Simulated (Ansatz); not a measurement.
Compare A (`[SiH3]C1C=N1`) with its isomer B (`C1=NC[SiH2]1`).

Calculated with Ansatz (gas phase, PBE0-D4/def2-TZVP geometries, no zero-point term in ΔE). CCSD(T)/CBS adds triple-zeta CCSD(T) − MP2 to the extrapolated MP2 energy (def2 sets, frozen cores). Functionals use def2-TZVPP. B3LYP here is the variant with VWN-RPA as its local correlation; programs differ in this.

Q: Which is lower in electronic energy at CCSD(T)/CBS, and by how much? (An estimate is asked.)

A: The calculation gave: B, by 88.2 kJ/mol.

Q: Give E(B) − E(A) in kJ/mol with r2SCAN-D4, PBE-D4, ωB97M-V, B3LYP-D4, CCSD(T)/def2-SVP, B2PLYP, HF/def2-TZVPP. (Best estimate.)

A: Computed: r2SCAN-D4 -85.1, PBE-D4 -86.8, ωB97M-V -88.1, B3LYP-D4 -85.6, CCSD(T)/def2-SVP -69.3, B2PLYP -83.9, HF/def2-TZVPP -85.1. None reverses the order clearly.

Q: Does the order hold for the free energy at 298.15 K (harmonic terms from PBE0-D4)? (Estimate.)

A: Computed: Yes: G(B) − G(A) = -73.9 kJ/mol.

Largest T1 diagnostic: 0.013.

From BLYP to BHLYP (50 % exact exchange), in def2-TZVPP and without D4, E(B) − E(A) moves by −10.9 kJ/mol. At CCSD(T), def2-SVP lies +18.9 kJ/mol from the extrapolated value and def2-TZVPP +2.7 kJ/mol.
